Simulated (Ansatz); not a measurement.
Geometry optimisation, Ansatz 0.2.0, RKS BLYP/def2-SVP.

Input:

```yaml
crystal:
  periodic: [false, false, false]
  atoms:
    - { symbol: Hf, position_ang: [0.0, 0.0, 0.0] }
    - { symbol: F, position_ang: [0.0, 0.0, 1.98] }
    - { symbol: Cl, position_ang: [2.3764, 0.0, -0.8392] }
    - { symbol: Cl, position_ang: [-1.1869, 2.0563, -0.8392] }
    - { symbol: O, position_ang: [-0.975, -1.6891, -0.6893] }
    - { symbol: Si, position_ang: [-1.8567, -2.7511, 0.2684] }
    - { symbol: H, position_ang: [-1.4471, -2.6052, 1.6622] }
    - { symbol: H, position_ang: [-3.2801, -2.4505, 0.1462] }
    - { symbol: H, position_ang: [-1.6101, -4.1218, -0.1696] }
basis:
  gaussian: { orbitals: def2-SVP }
hamiltonian:
  xc: blyp
relax:
  f_tol: 0.02
  max_steps: 40
```

Launched with:

```bash
$ ansatz run input.yaml --threads 2 --pin off --max-ram 3072MiB --backend cpu --events-out ev --progress --plain --runs-dir out
```

**Question.** Where does it end, and by what steps?

**Answer.** The run converged. The force dipped under the threshold on the way, but the program's further checks kept it going. After 11 steps the energy has fallen by 0.767 eV; O5 moved furthest, 0.92 Å.

```
step  energy less start (eV)  largest force component (eV/Å)  accepted
   0                  0.0000                           2.468       yes
   1                 -0.4633                           1.531       yes
   2                 -0.6297                           0.250       yes
   3                 -0.6683                           0.252       yes
   4                 -0.7059                           0.299       yes
   5                 -0.7471                           0.074       yes
   6                 -0.7623                           0.103       yes
   7                 -0.7549                           0.290        no
   8                 -0.7661                           0.019       yes
   9                 -0.7662                           0.067       yes
  10                 -0.7668                           0.056       yes
  11                 -0.7670                           0.007       yes
```

```xyz
9
Properties=species:S:1:pos:R:3
Hf 0.081 0.174 0.101
F 0.477 0.727 1.897
Cl 2.107 -0.301 -1.051
Cl -1.169 1.872 -0.998
O -0.987 -1.437 0.200
Si -1.922 -2.847 0.318
H -1.921 -3.314 1.741
H -3.320 -2.538 -0.121
H -1.326 -3.898 -0.568
```

Run time: 55 s on 2 threads of Arm Neoverse V1, with other jobs on the host, peak memory 0.19 GiB.
